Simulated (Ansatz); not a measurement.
Consider the ligand exchange at the Si–C bond: `OC(O)[SiH2][SiH3]` + `O[SiH3]` → `[SiH3]O[SiH2][SiH3]` + `OCO`.

Program: Ansatz. Geometries: PBE0-D4/def2-TZVP. ΔE: electronic, gas phase. CBS: MP2 limit from def2 TZ/QZ plus the TZ coupled-cluster correction, frozen cores. This one scheme is used for every species. DFT in def2-TZVPP. B3LYP here is the variant with VWN-RPA as its local correlation; programs differ in this. One conformer a species, not always the lowest.

`OC(O)[SiH2][SiH3]`:

Z-matrix (Å, degrees):
```
C
O 1 1.402
Si 1 1.916 2 107.8
O 1 1.409 2 112.1 3 123.5
H 1 1.098 2 111.0 3 -120.7
H 2 0.964 1 108.3 3 174.9
Si 3 2.339 1 109.0 2 -178.2
H 3 1.488 1 110.7 2 -55.8
H 3 1.491 1 106.8 2 63.0
H 4 0.963 1 108.1 2 -62.7
H 7 1.487 3 110.6 1 -65.1
H 7 1.488 3 110.3 1 174.7
H 7 1.488 3 110.1 1 55.1
```

`O[SiH3]`:

Z-matrix (Å, degrees):
```
Si
O 1 1.648
H 1 1.489 2 111.7
H 1 1.489 2 111.7 3 120.9
H 1 1.481 2 105.9 3 -119.6
H 2 0.957 1 117.9 3 -60.5
```

`[SiH3]O[SiH2][SiH3]`:

Cartesian coordinates in Å:
```
Si -0.639 2.080 0.166
O -1.250 0.568 0.065
Si -0.900 -1.031 -0.042
Si 1.414 -1.410 -0.148
H 0.848 2.027 0.118
H -1.140 2.889 -0.972
H -1.067 2.701 1.444
H -1.558 -1.582 -1.258
H -1.470 -1.726 1.144
H 2.096 -0.897 1.072
H 2.010 -0.745 -1.339
H 1.657 -2.875 -0.249
```

`OCO`:

Cartesian coordinates in Å:
```
O -1.131 -0.116 0.439
C 0.024 -0.234 -0.336
O 1.088 0.528 0.152
H -0.930 -0.442 1.322
H -0.272 0.074 -1.344
H 0.396 -1.264 -0.363
H 0.824 1.453 0.130
```

```
             level  ΔE (kJ/mol)  difference from CCSD(T)/CBS
            PBE-D4       -109.8                         17.2
         r2SCAN-D4       -123.0                          4.0
           PBE0-D4       -119.1                          7.9
          B3LYP-D4       -129.0                         -2.0
           ωB97X-V       -125.1                          1.9
           ωB97M-V       -123.3                          3.7
            B2PLYP       -130.1                         -3.1
               PBE       -109.5                         17.5
            r2SCAN       -122.9                          4.1
              PBE0       -118.7                          8.3
             B3LYP       -128.5                         -1.5
     HF/def2-TZVPP       -154.5                        -27.5
    MP2/def2-TZVPP       -128.9                         -1.9
SCS-MP2/def2-TZVPP       -133.5                         -6.5
   CCSD/def2-TZVPP       -131.2                         -4.2
CCSD(T)/def2-TZVPP       -126.8                          0.2
     HF/def2-QZVPP       -156.8                        -29.8
    MP2/def2-QZVPP       -129.8                         -2.8
SCS-MP2/def2-QZVPP       -134.4                         -7.4
      HF/CBS(def2)       -157.1                        -30.1
     MP2/CBS(def2)       -129.1                         -2.1
    CCSD/CBS(def2)       -131.4                         -4.4
       CCSD(T)/CBS       -127.0                            0
```

Largest T1 diagnostic among the species: 0.013.

From PBE to PBE0 (25 % exact exchange), in def2-TZVPP and without D4, ΔE moves by −9.2 kJ/mol. In def2-TZVPP, CCSD(T) changes the Hartree–Fock value by +27.8 kJ/mol (the triples alone add +4.4 kJ/mol) and MP2 by +25.7 kJ/mol.
